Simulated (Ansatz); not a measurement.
Reaction (redistribution): `[F][Ge]([Cl])([Cl])[Cl]` + `O=CBF` → `[F][Ge]([F])([Cl])[Cl]` + `O=CBCl`

Computed with Ansatz on PBE0-D4/def2-TZVP structures; ΔE is electronic, products minus reactants. CBS: MP2 limit from def2 TZ/QZ plus the TZ coupled-cluster correction, frozen cores. For Ge outer-core shells are correlated without core-valence functions, which leaves a few kJ/mol of doubt a bond. Scalar relativity is left out up to krypton. One conformer a species, not always the lowest.

`[F][Ge]([Cl])([Cl])[Cl]`:

```xyz
5

F     0.476   -1.411    0.923
Ge    0.011   -0.033    0.022
Cl    1.143    1.600    0.721
Cl    0.417   -0.429   -2.007
Cl   -2.048    0.274    0.341
```

`O=CBF`:

Z-matrix (Å, degrees):
```
C
B 1 1.604
O 1 1.208 2 121.2
H 1 1.115 2 119.2 3 -180.0
F 2 1.315 1 117.7 3 -180.0
H 2 1.194 1 122.6 3 0.0
```

`[F][Ge]([F])([Cl])[Cl]`:

```xyz
5

F     0.791   -1.460   -0.509
Ge    0.001   -0.046    0.024
F    -0.758   -0.451    1.495
Cl   -1.457    0.502   -1.379
Cl    1.424    1.455    0.369
```

`O=CBCl`:

Z-matrix (Å, degrees):
```
C
B 1 1.583
O 1 1.210 2 117.4
H 1 1.114 2 122.4 3 176.2
Cl 2 1.733 1 117.8 3 -114.8
H 2 1.189 1 122.5 3 61.6
```

```csv
species,CCSD(T)/CBS(def2) energy (Eh)
`[F][Ge]([Cl])([Cl])[Cl]`,-3555.40119
`O=CBF`,-239.02821
`[F][Ge]([F])([Cl])[Cl]`,-3195.41116
`O=CBCl`,-598.99716
```

(1) Work out ΔE.

Largest T1 diagnostic among the species: 0.016.

Results:

(1) ΔE = (-3195.41116) + (-598.99716) − (-3555.40119) − (-239.02821) = 0.02108 Eh = +55.3 kJ/mol.

Leaving LDA and LC-ωPBE aside and taking each functional with its dispersion term where it has one, the values, not all of them listed here, spread over 13.2 kJ/mol, from revPBE-D4 to BHLYP-D4. From BLYP to BHLYP (50 % exact exchange), in def2-TZVPP and without D4, ΔE moves by +7.6 kJ/mol.
